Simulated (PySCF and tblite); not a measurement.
Results of a calculation; reference values are marked as such.
C8H8GeO2S2, numbered as in [CH3:1][O:2][C:3](=[O:4])[c:5]1[cH:6][s:7][c:8]2[c:9]([GeH3:10])[cH:11][s:12][c:13]12.

Geometries GFN2-xTB; weights from B3LYP-D3(BJ)/def2-SVP energies and GFN2-xTB thermal corrections, with symmetry numbers and mirror pairs. Conformers within 2.5 kcal/mol (GFN2-xTB free energy) were kept, 3 at most. Programs: PySCF with density fitting and tblite.

Rotational constants are equilibrium values for the commonest isotopes; dipoles come from the energy level named.

Torsions listed: C1–O2–C3–O4, O2–C3–C5–C6.

```tsv
conformer	shape	symmetry
1	0°, 1°	Cs
2	0°, 180°	Cs
```

**Question.** Give the rotational constants and dipole components, as needed to look for these species in a jet-cooled rotational spectrum.

**Answer.** 
| conformer | A (MHz) | B (MHz) | C (MHz) | abs μa (D) | abs μb (D) | abs μc (D) | κ | Ic−Ia−Ib (u Å²) |
| --- | --- | --- | --- | --- | --- | --- | --- | --- |
| 1 | 1200 | 236 | 198 | 0.34 | 1.50 | 0.04 | -0.92 | -9.0 |
| 2 | 1116 | 252 | 206 | 0.75 | 1.65 | 0.00 | -0.90 | -9.1 |

**Question.** Which type of transition is strongest for conformer 1?

**Answer.** b-type, since that component is clearly the largest; the top is near-prolate.

The minima are those of GFN2-xTB; planar forms about aryl–S or allylic bonds may be saddles in DFT.


Conformer gaps in def2-SVP on xTB geometries can be 2 kcal/mol too large for S=O, P=O and other polar bonds.